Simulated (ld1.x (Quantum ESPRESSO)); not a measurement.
**What one change does to a pseudopotential (osmium (Os), RRKJ)**

ld1.x (Quantum ESPRESSO) 7.5 input, shortened:

```
&input
   title='Os', zed=76., rel=2, dft='PBE', iswitch=3,
   config='[Xe] 4f14 5d7 6s1 6p0', rel_dist='average'
 /
 &inputp
   pseudotype=2, tm=.false., rho0=0.001, lloc=1,
   nlcc=.false.
 /
3
6S  1  0   1.00   0.00  2.50  2.50  0.0
5D  3  2   7.00   0.00  2.30  2.30  0.0
6P  2  1   0.00   0.00  3.65  3.65  0.0
 &test
   configts(1)='5d7 6s1 6p0'
 /
```

Open shells are filled in proportion to 2j + 1 (rel_dist='average').

All-electron outer shells of the reference configuration (PBE, scalar-relativistic, ld1.x):

```tsv
shell	level (eV)	outermost node (bohr)	outermost maximum (bohr)
4f	-49.54	–	0.40
5p	-48.63	0.55	1.03
6s	-5.43	1.21	2.54
5d	-4.70	0.60	1.38
6p	-0.99	1.45	3.79
```

Change: local potential the s channel.

Cutoffs: the cutoffs (Ry, on a coarse ladder) from which the occupation-weighted sum of valence levels, in a spherical-Bessel basis at the reference potential, stays within 10 and 1 mRy of its value at 400 Ry; they do not see the model core or the augmentation charge, which bear on the density cutoff. Errors are all-electron minus pseudo energies relative to the spin-unpolarised reference configuration.

How do hardness, ghosts and transferability respond?

The potential gets neither clearly harder nor softer (30 Ry and 35 Ry → 30 Ry and 35 Ry); the d channel sets the loose cutoff, while the largest relative change is in s, which becomes softer; of the 7 tests that both files solve, the error grows in 1 and shrinks in 6 by more than 15 % and 0.3 meV (median size 54.3 → 27.7 meV); neither file shows a bound ghost.

| quantity | base | changed |
| --- | --- | --- |
| cutoff, loose | 30 Ry | 30 Ry |
| cutoff, tight | 35 Ry | 35 Ry |
| loose cutoff by channel (10 mRy a level) | s 8 Ry, d 25 Ry | d 25 Ry, s 6 Ry |
| bound ghosts | none | none |
| error for 5d6 6s2 6p0, meV [ΔE -0.31 eV] | -48 | -31 |
| error for 5d6 6s1 6p0, meV [ΔE 9.28 eV] | -54 | -28 |
| error for 5d6 6s0 6p0, meV [ΔE 26.19 eV] | -75 | -3.2 |
| error for 5d5 6s2 6p0, meV [ΔE 10.78 eV] | -184 | -128 |
| error for 5d6.5 6s1.5 6p0, meV [ΔE -0.26 eV] | -12 | -7.7 |
| error for 5d7 6s0 6p0, meV [ΔE 8.73 eV] | +5.2 | +10 |
| error for 5d5 6s0 6p0, meV [ΔE 55.03 eV] | -352 | -129 |
| s: phases at 3.96 bohr within 0.05 rad from the reference energy up to (Ry; the scan ends near 5) | 0.7 | 1.0 |
| p1/2: phases at 3.96 bohr within 0.05 rad from the reference energy up to (Ry; the scan ends near 5) | n/a | 1.6 |
| p3/2: phases at 3.96 bohr within 0.05 rad from the reference energy up to (Ry; the scan ends near 5) | n/a | 1.7 |
| d3/2: phases at 3.96 bohr within 0.05 rad from the reference energy up to (Ry; the scan ends near 5) | 0.4 | 0.5 |
| d5/2: phases at 3.96 bohr within 0.05 rad from the reference energy up to (Ry; the scan ends near 5) | 0.4 | 0.6 |
